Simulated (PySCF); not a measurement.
**Unknowns**

[PySCF 2.14.0 with density-fitted response routines: σ from GIAO-PBE0/pcSseg-1; GFN2-xTB geometry; single conformer; non-relativistic; in vacuum; averaged over atoms made equivalent by symmetry, fast rotation or ring inversion]

Scale: TMS for ¹H, ¹³C (reference shieldings calculated alike). Where no couplings were computed, multiplicities follow the n + 1 count of equivalent neighbours, and m marks all less simple cases (inequivalent or close neighbours, rings, F or P nearby). Shifts are as computed. Against solution values, carbons near 30 ppm lie about +3 ppm off and those near 130 ppm about +5 ppm. Of 1211 compounds with measured shifts, 218 miss one by over three times the rms of a fit or turn the order of signals round; such compounds aren't used in these exercises.

**Question.** C$_{4}$H$_{10}$O$_{2}$Si$_{2}$. ¹H NMR (400 MHz, computed): δ 8.18 (s, 1H), 5.64 (q, 1H), 3.92 (t, 3H), 3.91 (d, 3H), 2.10 (q, 2H). ¹³C{¹H} NMR (computed): δ 168.1 (C), 165.0 (CH), 111.8 (CH), 24.6 (CH2). Identify the compound.

**Answer.** `O=CO/C(=C\[SiH3])C[SiH3]`. Rings plus π bonds: 2 (no ring in the answer). 4 carbon signals for 4 carbons: no two carbons are equivalent. Carbon types of the structure: 1 × C, 2 × CH, 1 × CH2, leaving 6 H on heteroatoms. δC 168.1: alkene carbon bearing oxygen; an sp2 carbon further deshielded by the attached heteroatom. δC 165.0: ester carbonyl carbon; it is a carbonyl in resonance with an O or N lone pair, the region of acids, esters and amides. δC 111.8: β carbon of an enol-ether or enamine type C=C; the O or N lone pair pushes π density onto this β carbon and shields it. δH 2.10: hydrogen on an allylic sp3 CH2 bonded to Si; allylic position.

The shifts were computed for this structure.

**Question.** C$_{6}$H$_{4}$N$_{4}$. ¹H NMR (500 MHz, computed): δ 8.29 (s, 1H), 5.31 (d, 2H), 2.08 (t, 1H). ¹³C{¹H} NMR (computed): δ 139.1 (CH), 128.5 (C), 117.2 (C), 84.2 (CH), 81.4 (C), 40.8 (CH2). What is it?

**Answer.** SMILES C#CCn1cc(C#N)nn1. Rings plus π bonds: 7 (1 ring in the answer). 6 carbon signals for 6 carbons: no two carbons are equivalent. Carbon types of the structure: 3 × C, 2 × CH, 1 × CH2, which accounts for all hydrogens. δC 139.1: aromatic CH next to a ring nitrogen. δC 117.2: nitrile carbon; this is the usual window of a C≡N carbon, which has no attached hydrogen. δC 84.2: terminal alkyne carbon; sp carbons lie upfield of alkene carbons because the cylindrical π system leaves one tensor component strongly shielded. δC 81.4: alkyne carbon; sp carbons lie upfield of alkene carbons because the cylindrical π system leaves one tensor component strongly shielded.

This is the structure that produced the data.
